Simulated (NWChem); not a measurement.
SiNH5; SMILES N[SiH3]

```xyz
7

Si    -0.0064    -0.5766     0.0000
N     -0.0504     1.1566     0.0000
H     -0.7129    -1.0553    -1.2263
H     -0.7129    -1.0553     1.2263
H      1.3548    -1.2152     0.0000
H      0.2570     1.6509    -0.8309
H      0.2570     1.6509     0.8309
```
Atoms are numbered in this order, from 1.

All runs: NWChem. Coordinates come from a PBE0/def2-SVP optimisation. Ions are spin-unrestricted doublets at the neutral geometry; other ion states weren't tried.

Predict the results for CAM-B3LYP/def2-SVP. Quantities: vertical ionisation energy, ΔSCF (eV); −ε(HOMO) (eV).


```json
{
  "vertical ionisation energy, ΔSCF (eV)": "9.85",
  "−ε(HOMO) (eV)": "8.61"
}
```
